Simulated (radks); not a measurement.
Results of a calculation; reference values are marked as such.
Spherical quantum dot in the effective-mass picture: electrons in a hard-walled sphere of radius 2.71, all in effective atomic units (hartree* = m*/eps^2 hartree, bohr* = eps/m* bohr), one dielectric constant everywhere. Level of theory: non-relativistic Kohn-Sham, r2SCAN, spin-polarised, spherical densities, generalised Kohn-Sham scheme (a radial shooting solver with Libxc functionals). Levels are named by radial order and angular momentum (1s, 1p, 1d, 2s, ...), and open shells are averaged over m. Results are scaled to m* = 0.239 and eps = 13.4, for which hartree* = 36.22 meV and bohr* = 2.967 nm.

N = 29, configuration 1s2 1p6 1d10 1f(up 7, down 4). This is the lowest configuration that the search found. Occupied and some empty levels:

| level | occupation | eigenvalue (meV) | <r> (nm) |
|---|---|---|---|
| 1s up | 1 | 519.00 | 5.366 |
| 1s down | 1 | 520.66 | 5.345 |
| 1p up | 3 | 532.60 | 5.594 |
| 1p down | 3 | 534.47 | 5.581 |
| 1d up | 5 | 555.92 | 5.782 |
| 1d down | 5 | 558.01 | 5.775 |
| 1f up | 7 | 587.72 | 5.939 |
| 1f down | 4 | 590.03 | 5.935 |
| 2s up | 0 | 606.91 | 3.549 |
| 2s down | 0 | 607.90 | 3.556 |
| 1g up | 0 | 627.27 | 6.071 |
| 1g down | 0 | 629.79 | 6.069 |
| 2p up | 0 | 651.86 | 4.185 |
| 2p down | 0 | 653.10 | 4.187 |
| 2d up | 0 | 704.36 | 4.580 |
| 2d down | 0 | 705.92 | 4.578 |

Energy (meV): total 9306.57, kinetic 2779.7, external 0, Hartree 7229.4, exchange-correlation -702.54.

Electron density:

| r (nm) | n(r) (e/nm^3) |
|---|---|
| 0.434 | 0.0006697 |
| 0.834 | 0.0007902 |
| 1.23 | 0.001018 |
| 1.63 | 0.001401 |
| 2.03 | 0.002017 |
| 2.43 | 0.002971 |
| 2.83 | 0.004395 |
| 3.23 | 0.006429 |
| 3.63 | 0.009179 |
| 4.03 | 0.01262 |
| 4.43 | 0.01663 |
| 4.83 | 0.02076 |
| 5.23 | 0.02420 |
| 5.63 | 0.02600 |
| 6.03 | 0.02523 |
| 6.43 | 0.02133 |
| 6.83 | 0.01485 |
| 7.23 | 0.007589 |
| 7.63 | 0.002023 |
| 8.03 | 5.012e-06 |
